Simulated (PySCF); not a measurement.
C2H7FOSi. Atoms are numbered in the order given.

```xyz
12

Si    -0.4438     0.3701     0.2407
O     -1.2018    -1.0251     0.7643
F     -1.4060     1.1618    -0.8315
C      1.1817     0.0194    -0.6305
C      2.1839    -0.7658     0.2285
H     -0.3107     1.2192     1.4627
H     -1.3038    -1.7223     0.0932
H      0.9509    -0.5272    -1.5725
H      1.6103     0.9931    -0.9555
H      2.4562    -0.2084     1.1487
H      3.1249    -0.9754    -0.3197
H      1.7606    -1.7378     0.5549
```
Charge 0, spin multiplicity 1.

Coordinates come from a PBE-D3(BJ)/def2-SVP optimisation. The values are those of a single conformer.

These are HF/pcSseg-1 in PySCF values and carry that method's errors.

GIAO shieldings, no solvent; atoms listed in one row are averaged. δ = σ(ref) − σ: ²⁹Si against TMS (σ = 393.8 ppm); ¹⁷O against H2O (σ = 333.0 ppm); ¹⁹F against CFCl3 (σ = 238.5 ppm); ¹³C against TMS (σ = 192.6 ppm); ¹H against TMS (σ = 31.99 ppm), references at their B3LYP-D3(BJ)/def2-TZVP geometries, non-relativistic.

Computed chemical shifts:
```tsv
nucleus	atoms	count	δ (ppm)
²⁹Si	Si1	1	-11.1
¹⁷O	O2	1	41.5
¹⁹F	F3	1	-122.9
¹³C	C5	1	10.3
¹³C	C4	1	10.2
¹H	H6	1	4.72
¹H	H7	1	2.51
¹H	H10, H11, H12	3	1.60
¹H	H9	1	1.05
¹H	H8	1	0.93
```
